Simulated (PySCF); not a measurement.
C₆H₅F, SMILES C#CC(=C)/C=C\F. Atoms are numbered in the order given.

```xyz
12

C     -2.1436    -0.9815     0.0000
C     -0.9348    -0.8909     0.0000
C      0.4974    -0.8175     0.0000
C      1.2214    -1.9587     0.0000
C      1.1707     0.4826     0.0000
C      0.6327     1.7064     0.0000
F     -0.6661     1.9550     0.0000
H     -3.2156    -1.0495     0.0000
H      0.7347    -2.9351     0.0000
H      2.3137    -1.9271     0.0000
H      2.2631     0.4555     0.0000
H      1.2357     2.6193     0.0000
```

Coordinates come from a PBE0-D3(BJ)/def2-SVP optimisation. The structure was generated by enumeration; whether it is a known compound was not checked. Other conformers were not sampled.

The numbers are results of PBE/def2-TZVP (PySCF), not measurements.

Gas-phase values at a fixed geometry.

```json
{
  "total_energy": "-331.10043 hartree",
  "point_group": "Cs",
  "highest_occupied_level": "-5.69 eV",
  "lowest_empty_level": "-2.24 eV",
  "orbital_gap": "3.44 eV",
  "dipole_moment": "1.26 D",
  "quadrupole, principal values (traceless, Buckingham form, about the centre of nuclear charge)": "-8.25, -0.73, 8.98 D·Å",
  "mean_static_polarisability": "75.8 bohr³ (11.23 Å³)",
  "polarisability_principal_values": "41.1, 86.5, 99.7 bohr³"
}
```
